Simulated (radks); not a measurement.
Values are calculated unless marked as measured or tabulated.
Question: Radial electron density D(r) = 4 pi r^2 rho(r) of an atom or ion with 58 electrons. Level of theory: scalar-relativistic Kohn-Sham, PBE, spin-polarised, spherical densities, point nucleus (a radial shooting solver on a logarithmic mesh with Libxc functionals).

```
   r/bohr * D(r) (the largest magnitude, 102, reaches the edge; | marks zero)
 0.001343 |  *
 0.001821 |   *
 0.002487 |      *
 0.003371 |          *
 0.004568 |               *
 0.006192 |                      *
 0.008391 |                              *
  0.01146 |                                     *
  0.01554 |                                         *
  0.02106 |                                        *
  0.02854 |                                    *
  0.03867 |                                     *
  0.05284 |                                              *
  0.07161 |                                                      *
  0.09705 |                                                 *
   0.1315 |                                        *
   0.1782 |                                            *
   0.2435 |                                            *
     0.33 |                        *
   0.4473 |                 *
   0.6062 |                    *
   0.8215 |            *
    1.113 |     *
    1.521 |   *
    2.061 | *
    2.794 |*
    3.786 *
    5.132 *
    7.011 *
    9.501 *
```

What is the nuclear charge?

Answer: Z = 59. The innermost maximum, from 1s, lies near gamma/Z bohr with gamma = sqrt(1 - (Z/c)^2) = 0.903, here 0.0153 bohr (found: 0.0168), and its height grows with Z. The density is that of the praseodymium ion Pr+ in [Xe] 4f3 6s1; the configuration itself is not fixed sharply by these data, and Z only to a few units. D(r) has 4 maxima, at r = 0.0168, 0.0745, 0.209, 0.582 bohr, and minima at 0.0322, 0.138, 0.423 bohr, inside which lie 1.95, 11.17, 29.06 electrons.
